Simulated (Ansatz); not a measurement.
Geometry optimisation, RKS PBE0/def2-SVP (Ansatz).

input.yaml

```yaml
crystal:
  periodic: [false, false, false]
  atoms:
    - { symbol: B, position_ang: [0.0, 0.0, 0.0] }
    - { symbol: F, position_ang: [0.0, 0.0, 1.67] }
    - { symbol: H, position_ang: [1.0305, 0.0, -0.595] }
    - { symbol: H, position_ang: [-1.0305, 0.0, -0.595] }
    - { symbol: O, position_ang: [0.0715, -1.6212, 0.5392] }
    - { symbol: Si, position_ang: [-0.6985, -2.9178, -0.2012] }
    - { symbol: H, position_ang: [0.2063, -4.0629, -0.2427] }
    - { symbol: H, position_ang: [-1.8953, -3.2713, 0.5566] }
    - { symbol: H, position_ang: [-1.0766, -2.5477, -1.562] }
    - { symbol: H, position_ang: [0.0453, -1.0266, 1.5024] }
basis:
  gaussian: { orbitals: def2-SVP }
hamiltonian:
  xc: pbe0
relax:
  f_tol: 0.15
  max_steps: 25
  restrain:
    - { distance: [0, 4], at: 1.41, k: 30.0 }
    - { distance: [9, 1], at: 0.92, k: 30.0 }
    - { distance: [0, 1], at: 2.52, k: 30.0 }
    - { distance: [9, 4], at: 2.21, k: 30.0 }
```

Run as:

```bash
$ ansatz run input.yaml --threads 2 --pin off --max-ram 3072MiB --backend cpu --events-out ev --progress --plain --runs-dir out
```

Q: Where does it end, and by what steps?

A: It converged. The restraints hold the end off the free minimum. After 13 steps the energy has fallen by 1.622 eV (the restraints' own energy left out); O5 moved furthest, 0.67 Å. Parted: B1–F2, O5–H10.

| step | energy less start (eV) | largest force component (eV/Å) | accepted |
| --- | --- | --- | --- |
| 0 | 0.0000 | 5.741 | yes |
| 1 | -0.6373 | 4.440 | yes |
| 2 | -1.0754 | 3.307 | yes |
| 3 | -1.2781 | 1.198 | yes |
| 4 | -1.4943 | 1.378 | yes |
| 5 | -1.5045 | 1.852 | no |
| 6 | -1.5504 | 0.851 | yes |
| 7 | -1.5805 | 0.796 | yes |
| 8 | -1.5954 | 0.808 | yes |
| 9 | -1.5999 | 0.953 | yes |
| 10 | -1.6066 | 0.918 | yes |
| 11 | -1.6159 | 0.782 | yes |
| 12 | -1.6197 | 0.745 | yes |
| 13 | -1.6217 | 0.779 | yes |

```xyz
10
Properties=species:S:1:pos:R:3
B 0.126 -0.331 -0.387
F -0.382 -0.116 2.075
H 1.059 0.422 -0.250
H -0.926 0.018 -0.877
O 0.334 -1.662 -0.073
Si -0.727 -2.959 -0.304
H 0.103 -4.193 -0.297
H -1.700 -2.997 0.826
H -1.445 -2.811 -1.603
H 0.210 -0.818 1.965
```

Whether the end is a true minimum wasn't checked by a vibrational analysis.

Time of the run: 22 s on 2 threads of Intel(R) Xeon(R) Platinum 8488C (Sapphire Rapids), with other jobs on the host, peak memory 0.19 GiB.
